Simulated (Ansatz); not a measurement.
Coupled-cluster diagnostics for the cluster SnGe3⁺ (the lowest doublet isomer of a short search), Ansatz.

Geometry of the doublet (PBE-D4/def2-SVP):

```xyz
4

Ge    1.437   -0.306    0.162
Ge   -1.395    0.430   -0.232
Ge    0.567    1.701   -0.903
Sn   -0.609   -1.825    0.973
```

In the def2 sets Sn takes a core potential; there is no spin–orbit coupling. Correlated methods freeze 31 core orbitals; core or outer-core shells of Ge, Sn are correlated, in sets that lack core-valence functions. In CCSD on the charge 1 doublet the largest single amplitude is 0.21, so its Hartree–Fock determinant may place the open shell otherwise than the density functionals do. The structure comes from a short search, and lower isomers may exist.

Geometry of the charge 1 quartet (PBE-D4/def2-SVP):

Cartesian coordinates in Å:
```
Ge -1.109 0.582 -0.877
Ge 1.183 -0.524 0.759
Ge 1.259 0.720 -1.519
Sn -1.332 -0.778 1.637
```

(1) Estimate the CCSD(T) correlation energy, the shares of MP2 and (T), T1 and the reference's ⟨S²⟩ for: charge 1, doublet, own geometry in def2-SVP; charge 1, quartet, own geometry in def2-SVP; and the rough time on 4 threads of Arm Neoverse V2 on a shared host.

Results:

(1) 
```
                          state     basis  correlation (eV)  MP2 share (%)  (T) share (%)     T1  ⟨S²⟩ (pure)  wall time                        remarks
charge 1, doublet, own geometry  def2-SVP           -20.633           95.3            5.5  0.040  1.28 (0.75)       58 s  spin-contaminated (⟨S²⟩ 1.28)
charge 1, quartet, own geometry  def2-SVP           -19.804           94.6            4.9  0.030  3.97 (3.75)       60 s  spin-contaminated (⟨S²⟩ 3.97)
```
Customary marks for T1 are 0.02 (closed shells), 0.045 (open shells) and about 0.05 (3d metals). T1 exceeds 0.02 in 2 of 2 rows and 0.045 in 0; the higher it lies, the less the single-reference result can be trusted.
